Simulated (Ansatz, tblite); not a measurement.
Adding an electron: the cluster Si₃Se₄⁺. Charge 1, multiplicity 2. Geometry: PBE-D4/def2-SVP. Ansatz, gas phase; energy differences of separate SCF runs; the reduced species is a singlet (the triplet lies 0.85 eV higher at PBE0-D4/def2-TZVP).

```xyz
7

Si    2.507    0.306    0.502
Si   -1.397   -0.400    0.820
Si    0.166    0.766   -1.520
Se    0.208    1.390    0.805
Se   -1.404   -0.963   -1.368
Se    2.340   -0.053   -1.751
Se   -2.420   -1.047    2.513
```

The xTB rows come from tblite. The structure comes from a short search, and lower isomers may exist.

```tsv
level	−HOMO (eV)	−LUMO (eV)	vertical EA (eV)	HOMO–LUMO gap (eV)
GFN1-xTB	–	–	10.32	–
PBE-D4/def2-TZVP	9.94	9.23	7.15	0.71
r2SCAN-D4/def2-TZVP	10.18	9.08	7.18	1.10
```

Problem. Estimate the rows for GFN2-xTB, PBE0-D4/def2-TZVP.

Solution. 
```
            level  −HOMO (eV)  −LUMO (eV)  vertical EA (eV)  HOMO–LUMO gap (eV)
         GFN2-xTB           –           –             12.05                   –
PBE0-D4/def2-TZVP       10.91        8.59              7.21                2.32
```

  HOMO and LUMO are the levels of the spin that leaves or enters (xTB has no such levels and no spin-polarisation term). Other spin states of the ions may lie lower, which would lower the ionisation energy or raise the affinity. Raw xTB energy differences between charge states are shifted by several eV; the methods need an empirical correction for them.
